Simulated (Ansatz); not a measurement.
Relaxation of ClH5MgOSi (9 atoms, charge 0, multiplicity 1), to a largest force component of 0.03 eV/Å in at most 50 steps.

Computed with RKS r2SCAN/def2-SVP (Ansatz 0.2.0).

```xyz
9
Properties=species:S:1:pos:R:3
Mg -0.528 -1.852 0.050
Si 0.296 0.160 1.342
Cl -1.313 -3.718 -0.848
H 0.539 1.145 -1.186
O 0.076 0.775 -1.954
H 0.895 -0.078 2.697
H 1.359 0.919 0.586
H -0.804 1.165 1.549
H -0.521 1.484 -2.237
```

Question: Where does it end, and by what steps?

Answer: It converged. The force dipped under the threshold on the way, but the program's further checks kept it going. After 22 steps the energy has fallen by 0.840 eV; H9 moved furthest, 1.91 Å. Joined: Mg1–O5 (3.36 → 2.06 Å).

```json
{"step": "0", "energy less start (eV)": "0.0000", "largest force component (eV/Å)": "0.333", "accepted": "yes"}
{"step": "1", "energy less start (eV)": "-0.0654", "largest force component (eV/Å)": "1.186", "accepted": "yes"}
{"step": "2", "energy less start (eV)": "-0.2458", "largest force component (eV/Å)": "0.705", "accepted": "yes"}
{"step": "3", "energy less start (eV)": "-0.4553", "largest force component (eV/Å)": "0.461", "accepted": "yes"}
{"step": "4", "energy less start (eV)": "-0.5761", "largest force component (eV/Å)": "0.919", "accepted": "yes"}
{"step": "5", "energy less start (eV)": "-0.6407", "largest force component (eV/Å)": "0.901", "accepted": "yes"}
{"step": "6", "energy less start (eV)": "-0.6853", "largest force component (eV/Å)": "0.705", "accepted": "yes"}
{"step": "7", "energy less start (eV)": "-0.7233", "largest force component (eV/Å)": "0.732", "accepted": "yes"}
{"step": "8", "energy less start (eV)": "-0.7585", "largest force component (eV/Å)": "0.279", "accepted": "yes"}
{"step": "9", "energy less start (eV)": "-0.7561", "largest force component (eV/Å)": "0.518", "accepted": "no"}
{"step": "10", "energy less start (eV)": "-0.7851", "largest force component (eV/Å)": "0.269", "accepted": "yes"}
{"step": "11", "energy less start (eV)": "-0.7946", "largest force component (eV/Å)": "0.366", "accepted": "yes"}
{"step": "12", "energy less start (eV)": "-0.8089", "largest force component (eV/Å)": "0.149", "accepted": "yes"}
{"step": "13", "energy less start (eV)": "-0.8171", "largest force component (eV/Å)": "0.482", "accepted": "yes"}
{"step": "14", "energy less start (eV)": "-0.8234", "largest force component (eV/Å)": "0.229", "accepted": "yes"}
{"step": "15", "energy less start (eV)": "-0.8278", "largest force component (eV/Å)": "0.217", "accepted": "yes"}
{"step": "16", "energy less start (eV)": "-0.8318", "largest force component (eV/Å)": "0.196", "accepted": "yes"}
{"step": "17", "energy less start (eV)": "-0.8350", "largest force component (eV/Å)": "0.332", "accepted": "yes"}
{"step": "18", "energy less start (eV)": "-0.8370", "largest force component (eV/Å)": "0.264", "accepted": "yes"}
{"step": "19", "energy less start (eV)": "-0.8398", "largest force component (eV/Å)": "0.010", "accepted": "yes"}
{"step": "20", "energy less start (eV)": "-0.8403", "largest force component (eV/Å)": "0.023", "accepted": "yes"}
{"step": "21", "energy less start (eV)": "-0.8404", "largest force component (eV/Å)": "0.044", "accepted": "yes"}
{"step": "22", "energy less start (eV)": "-0.8405", "largest force component (eV/Å)": "0.025", "accepted": "yes"}
```

```xyz
9
Properties=species:S:1:pos:R:3
Mg -0.429 -0.838 -0.265
Si 0.397 0.402 1.845
Cl -1.364 -2.549 -1.402
H 0.232 1.011 -2.357
O -0.151 0.187 -2.030
H 1.184 -0.442 2.809
H 1.307 1.556 1.511
H -0.702 1.016 2.669
H -0.473 -0.342 -2.780
```

Whether the end is a true minimum wasn't checked by a vibrational analysis.

Run time: 50 s on 2 threads of Intel(R) Xeon(R) Platinum 8488C (Sapphire Rapids), with other jobs on the host, peak memory 0.19 GiB.
